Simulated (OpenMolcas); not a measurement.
O3+: the spin-orbit constant, worked from levels

| Property | Result |
| --- | --- |
| Program | OpenMolcas 26.06 |
| Basis | ANO-RCC [8s7p4d3f2g] |
| Scalar Hamiltonian | DKH2, point nucleus |
| Active space | 3 electrons in 9 orbitals (RAS2 2s 2p; RAS3 3d, at most 2 electrons) |
| State averaging | 2S+1 = 4 odd, 1 root; 2S+1 = 2 odd, 11 roots; 2S+1 = 4 even, 3 roots; 2S+1 = 2 even, 9 roots |
| Spin-orbit coupling | state interaction with AMFI integrals over the reference wave functions, term energies averaged over their components |

Methods: RASSCF; MS-RASPT2, IPEA 0.25 Eh, imaginary shift 0.1 Eh (closed shells correlated: 1s). Measured levels: Moore, Selected Tables of Atomic Spectra, NSRDS-NBS 3, section 10.

**The spin-orbit constant.** For the Hund term 2P* of p1, E(J) = (A/2) J(J+1) + constant and ζ = 2S·A = A. From J = 1/2 to J = 3/2 the energy changes by 1.5 A.

```
   Source  E(3/2) - E(1/2)      A    ζ
   RASSCF            355.4  236.9  237
MS-RASPT2            356.3  237.5  238
 measured            385.9  257.3  257
```

All in cm-1. MS-RASPT2 is off by -7.7 % and RASSCF by -7.9 %. Both methods take the spin-orbit matrix elements from the reference wave functions, so the second can move ζ only through the term energies and any multistate remixing.

Active for correlation alone: 3d; no level in the range computed is led by a configuration that fills it, so any true level of that kind is missing. Computed and measured levels are paired by configuration, term and J; levels that our copy of the source lacks, or whose pairing is in doubt (as where it misses far off the trend of its configuration), stay unpaired and out of the deviations. Only configurations of the active space appear.

* marks odd parity.
